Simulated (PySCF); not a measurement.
**From computed data to an observable: oscillator strength and radiative lifetime**

CH₄Se₂, SMILES [SeH][Se]C.

Geometry: B3LYP-D3(BJ)/def2-SVP. One conformer was computed; it need not be the lowest.

TDA-B3LYP/def2-SVPD (PySCF 2.14.0) puts the first singlet state with f over 0.02 at 6.19 eV (vertical), with the transition dipole (0.209, -0.203, 0.317) in atomic units.

Q: Find the oscillator strength, the wavelength and the radiative lifetime that this transition would have in vacuum if emission retraced absorption.

A: 
|μ|² = 0.1854 au, so |μ| = 1.09 D. ΔE = 6.19/27.211 = 0.2275 hartree. f = (2/3) ΔE |μ|² = 0.028 (the program prints 0.028).
λ = 1239.84/6.19 = 200 nm; ν = 49926 cm⁻¹.
Einstein's coefficient A = 0.6670 ν² f s⁻¹ (ν in cm⁻¹) = 4.7e7 s⁻¹, so τ = 1/A = 21 ns. This state is S7; the lower singlets have f = 0.004, 0.005, 0.007, 0.012, 0.004, 0.011. The figure is the radiative limit of this one transition; relaxation, internal conversion, crossing to triplets and a medium change what is measured.
